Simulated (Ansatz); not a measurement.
Cartesian coordinates in Å:
```
C -1.5036 -0.4761 -0.0089
Si 0.2267 -0.3209 0.6275
F 0.9198 -1.7682 0.6974
C 1.2964 0.7156 -0.5340
F 0.7139 1.9777 -0.6631
H -1.5218 -0.9650 -0.9859
H -2.1269 -1.0534 0.6775
H -1.9460 0.5179 -0.1172
H 0.2605 0.2590 1.9934
H 2.3151 0.8456 -0.1552
H 1.3659 0.2678 -1.5314
```

Total charge 0; spin multiplicity 1.

Task: List the PBE0/def2-TZVPP orbital energies in eV (the Gaussian-basis code of Ansatz). (An estimate is asked.)

Result: The calculation gave: Occupied: -1803.33, -673.76, -673.69, -279.96, -278.02, -145.56, -100.29, -100.20, -100.18, -33.40, -33.05, -20.16, -19.46, -15.24, -13.98, -13.81, -13.34, -12.67, -12.41, -11.73, -11.56, -11.28, -10.10, -9.22, -8.59. Lowest empty: 0.27, 1.20, 1.34, 2.18, 2.67, 2.90, 3.09, 3.28.
